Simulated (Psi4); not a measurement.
Pair of molecules, SMILES S with SMILES [H][H] (the first has 3 atoms); geometry from B3LYP-D3(BJ)/def2-TZVP, rigid monomers moved along the line of their centres of mass till S1···H4 is 5.71 Å.
(charge 0, multiplicity 1):
```
atom    x (Å)    y (Å)   z (Å)
----  -------  -------  ------
S      0.4991  -0.6680  0.1584
H     -0.8080  -0.9414  0.2976
H      0.2840   0.6572  0.1677
H     -0.1345   0.2320  5.7653
H     -0.3441   0.4335  6.4516
```

Computed with SAPT0/jun-cc-pV(D+d)Z (Psi4).

### Question
Which attractive term is largest, and how does the interaction split up?

### Answer
electrostatics -0.02, exchange 0.00, induction 0.00, dispersion -0.01, total -0.03 kcal/mol; the largest attraction is electrostatics.
